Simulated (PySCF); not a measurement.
InI₂, SMILES [I][In+][I], charge +1. Atoms are numbered in the order given.

```xyz
3

In     0.0000     0.0000     0.0000
I      0.0000     0.0000    -2.5929
I      0.0000     0.0000     2.5929
```
Charge +1, spin multiplicity 1.

Geometry optimised at B3LYP-D3(BJ)/def2-SVP. The multiplicity is an assumed one; other spin states were not compared. The isomer is the one that the SMILES or the coordinates give; other isomers of the formula were not compared. The def2 effective core potentials stand for the cores of I, In; spin–orbit coupling is left out.

Calculation: TDDFT-M06-2X/def2-SVPD (PySCF).

Vertical excitations; the highest root listed may be one member of a degenerate set.  State labels are in the subgroup D2h.

| state | symmetry | energy (eV) | λ (nm) | f | main pairs |
|---|---|---|---|---|---|
| S1 | B2g | 3.16 | 392 | 0.000 | HOMO−1→LUMO (degenerate set) |
| S2 | B3g | 3.16 | 392 | 0.000 | HOMO→LUMO (degenerate set) |
| S3 | B3u | 3.56 | 348 | 0.009 | HOMO−2→LUMO (degenerate set) |
| S4 | B2u | 3.56 | 348 | 0.009 | HOMO−3→LUMO (degenerate set) |
| S5 | Au | 4.85 | 255 | 0.000 | HOMO−1→LUMO+1 49 %, HOMO→LUMO+2 49 % |
| S6 | B1u | 4.91 | 253 | 0.028 | HOMO−4→LUMO 43 %, HOMO→LUMO+1 28 %, HOMO−1→LUMO+2 28 % |
| S7 | Au | 4.98 | 249 | 0.000 | HOMO→LUMO+2, HOMO−1→LUMO+1 (degenerate set) |
| S8 | B1u | 4.98 | 249 | 0.000 | HOMO−1→LUMO+2, HOMO→LUMO+1 (degenerate set) |
| S9 | B1g | 5.14 | 241 | 0.000 | HOMO−3→LUMO+2 49 %, HOMO−2→LUMO+1 49 % |
| S10 | B1g | 5.38 | 230 | 0.000 | HOMO−2→LUMO+1 50 %, HOMO−3→LUMO+2 50 % |
| T1 | B3g | 2.83 | 438 | 0 | HOMO→LUMO (degenerate set) |
| T2 | B2g | 2.83 | 438 | 0 | HOMO−1→LUMO (degenerate set) |
| T3 | B3u | 3.17 | 391 | 0 | HOMO−2→LUMO (degenerate set) |
| T4 | B2u | 3.17 | 391 | 0 | HOMO−3→LUMO (degenerate set) |
Triplets are in the Tamm–Dancoff approximation, which puts them higher than full response would, so one can lie above its singlet here.
